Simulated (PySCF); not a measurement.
Computed IR spectrum (relative IR intensity) of a molecule CH₈OSi₂. The structure is a stationary point at PBE-D3(BJ)/def2-SVP. One conformer was computed; it need not be the lowest. Calculation: PySCF 2.14.0 with PBE-D3(BJ)/def2-SVP. Frequencies are harmonic and unscaled.

Lines under 2 % of the strongest are left out, and lines within 2 cm⁻¹ are merged.

| ν (cm⁻¹) | relative intensity |
|---|---|
| 472 | 2.1 |
| 538 | 3.8 |
| 679 | 15 |
| 706 | 24 |
| 751 | 17 |
| 834 | 7.3 |
| 872 | 100 |
| 892 | 25 |
| 905 | 8.3 |
| 914 | 5.0 |
| 919 | 34 |
| 953 | 82 |
| 1096 | 63 |
| 1222 | 9.5 |
| 2140 | 45 |
| 2145 | 24 |
| 2155 | 33 |
| 2173 | 36 |
| 2183 | 34 |
| 2208 | 36 |
| 2914 | 11 |
| 2990 | 5.6 |

Problem. Identify the compound among the candidates.
A. C[SiH2][SiH2]O
B. [SiH3]CO[SiH3]
C. OC([SiH3])[SiH3]
D. C[Si@@H](O)[SiH3]

Solution. B, [SiH3]CO[SiH3]
